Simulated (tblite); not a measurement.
C₆H₁₀FO (doublet state).
Cartesian coordinates in Å at the GFN2-xTB level; atoms count from 1:
```
atom  x, y, z in Å
C1     2.507    0.011    0.440
C2     1.108   -0.446    0.486
C3     0.261    0.214   -0.601
C4    -0.229    1.643   -0.336
O5    -1.596    1.242   -0.490
C6    -1.242   -0.126   -0.696
C7    -1.864   -1.023    0.368
F8    -1.518   -2.333    0.147
H9     2.990    0.190   -0.500
H10    3.086    0.098    1.338
H11    0.690   -0.256    1.477
H12    1.053   -1.535    0.320
H13    0.764    0.107   -1.562
H14    0.057    2.396   -1.073
H15   -0.033    2.022    0.671
H16   -1.560   -0.482   -1.684
H17   -2.955   -0.955    0.311
H18   -1.529   -0.760    1.374
```

Method: GFN2-xTB as coded in tblite; computed harmonic values from a numerical Hessian at the method's own geometry, unscaled. The method is semi-empirical: single wavenumbers can be off by several per cent or more. One conformer, not necessarily the lowest. Open shells enter through the occupations alone, without spin polarisation, and single modes of such species can be off by tens of per cent.

Harmonic wavenumbers (cm⁻¹): 48.4, 61.0, 78.6, 93.4, 199.9, 227.7, 321.1, 388.7, 414.2, 457.3, 511.3, 759.6, 812.5, 852.5, 930.8, 948.1, 988.3, 1032.9, 1045.9, 1070.3, 1080.6, 1109.1, 1128.0, 1145.3, 1162.0, 1172.8, 1184.3, 1219.7, 1228.3, 1251.7, 1281.8, 1292.1, 1333.9, 1347.6, 1403.4, 1437.4, 1452.4, 1479.3, 2817.4, 2898.5, 2933.6, 2957.5, 2959.5, 2964.5, 2973.4, 2985.2, 3141.3, 3184.4.

A = 2562, B = 1689, C = 1113 MHz; mass 117.072 u (most abundant isotopes); point group C1, symmetry number 1; spin multiplicity 2.

Problem. Zero-point energy?

Solution. ½Σν̃ = 31884 cm⁻¹ = 91.16 kcal/mol.

Problem. Entropy at 400 K, 1 bar (ideal gas, RRHO, classical rotation)?

Solution. Translation 41.67, rotation 29.47, vibration 36.32, spin (R ln 2) 1.38: S = 108.8 cal/(mol K).

Problem. And Cp and H(400 K) − H(0)?

Solution. Cp = 43.71 cal/(mol K), of which vibrations give 35.76 (their classical limit is 48 R = 95.4); H(400 K) − H(0) = 10.38 kcal/mol without the zero-point energy, 7.20 from vibrations.

Problem. What must be added to the electronic energy to get the Gibbs energy at 400 K and 1 bar?

Solution. ZPE + [H(400 K) − H(0)] − T·S = 91.16 + 10.38 − 43.54 = 58.00 kcal/mol.

Problem. Blend soft modes into free rotors: weight 1/[1 + (100 cm⁻¹/ν̃)⁴] for the oscillator and the rest for a rotor with moment μB/(μ + B), μ = h/(8π²ν), B = 10⁻⁴⁴ kg m². What vibrational entropy results?

Solution. 32.25 cal/(mol K) in place of 36.32, which changes −T·S at 400 K by +1.63 kcal/mol.

Hindered rotation and anharmonicity are outside this model. Other conformers, if any are populated, would add a mixing term that is left out. The structure is chiral; the term R ln 2 for an equal mix with its mirror image is left out.
